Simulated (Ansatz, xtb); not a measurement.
# Isomers of H7N2Si2+ in order of energy

10 gas-phase structures of H7N2Si2+, found in a search over its isomers (lower ones may exist). Each was relaxed with GFN2-xTB; where two conformers were screened, the lower at r2SCAN-D4/def2-SVP//GFN2-xTB is listed:

A. `[H]/N=[SiH]/[NH2+][SiH3]`, a singlet
B. `[NH3+]/[SiH]=N/[SiH3]`, a singlet
C. `N[Si][NH2+][SiH3]`, a singlet
D. a singlet given by its coordinates
E. `N[SiH2][SiH]=[NH2+]`, a singlet
F. `[NH3+][SiH2]N=[SiH2]`, a singlet
G. `N1[SiH2][NH2+][SiH2]1`, a singlet
H. `[NH2+]=[SiH]N[SiH3]`, a singlet
I. `N[Si](=[NH2+])[SiH3]`, a singlet
J. a singlet given by its coordinates

D (Å):

```xyz
11

N     1.0675   -2.7691    1.0219
N     1.0194   -0.2808    0.3369
Si    2.7058   -1.4175    0.9482
Si   -0.1943   -1.5311    0.7454
H     1.0317   -3.2345    1.9222
H     1.1167   -3.5123    0.3315
H     2.8935   -1.8037   -0.4666
H     1.0488    0.0059   -0.6369
H     0.9577    0.5777    0.8734
H    -0.9897   -1.8671   -0.4189
H    -0.7839   -1.1906    2.0208
```

Close contacts (Å): N1–Si3 2.13, N1–Si4 1.79, N2–Si3 2.12, N2–Si4 1.79, N1–H5 1.01, N1–H6 1.02, N2–H8 1.02, N2–H9 1.01, Si3–H7 1.48, Si4–H10 1.45, Si4–H11 1.45.

J (Å):

```tsv
atom	x (Å)	y (Å)	z (Å)
N	2.6507	-2.9691	0.1705
N	0.5623	-1.2340	0.7134
Si	0.5543	-2.8229	0.1620
Si	-0.8953	-0.2130	1.0040
H	3.0180	-2.9357	1.1218
H	2.9453	-3.8550	-0.2389
H	3.0957	-2.2215	-0.3630
H	1.4272	-0.7336	0.8812
H	-0.5594	0.5353	2.2100
H	-1.9535	-1.2026	1.1547
H	-1.0202	0.6207	-0.1866
```

Close contacts (Å): N1–Si3 2.10, N2–Si3 1.68, N2–Si4 1.80, N1–H5 1.02, N1–H6 1.02, N1–H7 1.02, N2–H8 1.01, Si4–H9 1.46, Si4–H10 1.46, Si4–H11 1.46.

Question: Make a reasoned guess at their ranking by r2SCAN-D4/def2-SVP//GFN2-xTB single-point energy.

Answer: Calculated order at r2SCAN-D4/def2-SVP//GFN2-xTB: G (0.0), H (15.9), I (19.0), D (24.9), J (26.0), F (28.7), C (29.5), E (34.4), B (54.4), A (59.9) kcal/mol. Less than 1 kcal/mol parts F and C, so the order within that pair means little.

Energies above the lowest of each column, in kcal/mol; the last columns are at r2SCAN-D4/def2-SVP geometries and were run for some of them only (a dash: not run or not comparable):

| structure | GFN2-xTB | HF/STO-3G | r2SCAN-D4/def2-SVP//GFN2-xTB | r2SCAN-D4/def2-SVP | CCSD(T)/def2-SVP + ΔMP2/def2-TZVPP |
| --- | --- | --- | --- | --- | --- |
| G | 0.0 | 0.0 | 0.0 | 0.0 | 0.0 |
| H | 6.4 | 34.0 | 15.9 | 17.3 | 17.8 |
| I | 23.9 | 33.0 | 19.0 | 20.3 | 23.4 |
| D | 39.8 | 14.3 | 24.9 | – | – |
| J | 33.4 | 25.3 | 26.0 | – | – |
| F | 8.8 | 77.2 | 28.7 | – | – |
| C | 31.2 | 22.2 | 29.5 | – | – |
| E | 28.1 | 52.3 | 34.4 | – | – |
| B | 32.1 | 92.5 | 54.4 | – | – |
| A | 25.7 | 88.4 | 59.9 | – | – |

Every level run on G puts it lowest or level with the lowest. Some further structures that were screened fall inside this span and aren't listed. Flexible structures stand in one conformer each, not always the lowest. Frequencies (r2SCAN-D4/def2-SVP) were run for G, H, I alone. ΔMP2 is the change of the MP2 energy from the smaller to the larger basis.

Over these structures GFN2-xTB departs from r2SCAN-D4/def2-SVP//GFN2-xTB by 12.1 kcal/mol on average once a common shift is removed. A GFN2-xTB relaxation took about 0.26 s and the r2SCAN-D4/def2-SVP//GFN2-xTB energy about 1.6 s on a shared host (Ansatz 0.2.0, xtb 6.7.1).
